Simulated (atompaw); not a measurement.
# strontium (Sr) PAW (atompaw): all-electron and pseudo phase curves

| Quantity | Value |
| --- | --- |
| Element | Sr (Z = 38) |
| Generator | atompaw 4.2.0.5 |
| Type | PAW |
| Functional | PBE |
| Relativity | scalar-relativistic |
| Frozen core | [Ar] 3d10 |
| Valence charge | 10 |
| Reference configuration | 4s2 4p6 4d0 5s1 5p0 (charge +1) |
| Partial waves | 4s (bound): rc 2.40 bohr; 5s (bound): rc 3.00 bohr; 4p (bound): rc 2.25 bohr; 5p (bound, empty): rc 3.00 bohr; 4d (bound, empty): rc 3.00 bohr; 4d channel at -0.05 Ry: rc 3.00 bohr |
| Local potential | troulliermartins scheme with l = 3 at 0 Ry, radius 2.10 bohr |
| Core correction | smooth core density matched at 2.20 bohr |
| Augmentation charge | sinc compensation charge, radius 2.30 bohr; PAW radius 3.00 bohr; waves and projectors: custom polynom vanderbiltortho |

The phase is arctan(r·u′/u) with u = r·R(r), unwrapped; energies in Ry, scanned from -5 to 5 Ry. A pole is an energy at which the radial function vanishes at the test radius. The pseudo phase is shifted by a multiple of π to meet the all-electron one at the reference energy, and phase errors are pseudo minus all-electron; the curves can meet again beyond the range given. Levels narrower than the energy grid can be missing from the lists of poles.

Q: For each channel, where are the poles, and over which energies does the pseudopotential scatter like the atom?

A:

| channel | radius (bohr) | reference energy (Ry) | poles, all-electron | poles, pseudo | unbroken range about the reference energy with phases within 0.05 rad | phase error 1 Ry above the reference energy (rad) |
| --- | --- | --- | --- | --- | --- | --- |
| s | 3.00 | -0.61 | -3.42, 1.87 | -3.42, 1.38, 3.71 | below 1.2 | -0.022 |
| p | 3.00 | -0.40 | -2.01, 2.89 | -2.01, 1.80 | below 0.3 | -0.125 |
| d | 3.00 | -0.50 | 0.14, 4.78 | 0.14, 4.63 | the whole range | -0.000 |

Phases in the s channel:

| E (Ry) | all-electron | pseudo |
| --- | --- | --- |
| -5.00 | 1.393 | 1.392 |
| -4.52 | 1.376 | 1.375 |
| -4.04 | 1.345 | 1.344 |
| -3.56 | 0.962 | 0.958 |
| -3.08 | -1.753 | -1.754 |
| -2.60 | -1.806 | -1.808 |
| -2.12 | -1.857 | -1.859 |
| -1.64 | -1.933 | -1.935 |
| -1.16 | -2.077 | -2.078 |
| -0.68 | -2.463 | -2.463 |
| -0.20 | -3.587 | -3.597 |
| 0.28 | -4.304 | -4.324 |
| 0.76 | -4.529 | -4.558 |
| 1.24 | -4.633 | -4.682 |
| 1.72 | -4.697 | -4.804 |
| 2.20 | -4.745 | -5.343 |
| 2.68 | -4.788 | -7.623 |
| 3.16 | -4.835 | -7.785 |
| 3.64 | -4.895 | -7.847 |
| 4.12 | -4.991 | -7.889 |
| 4.60 | -5.202 | -7.928 |
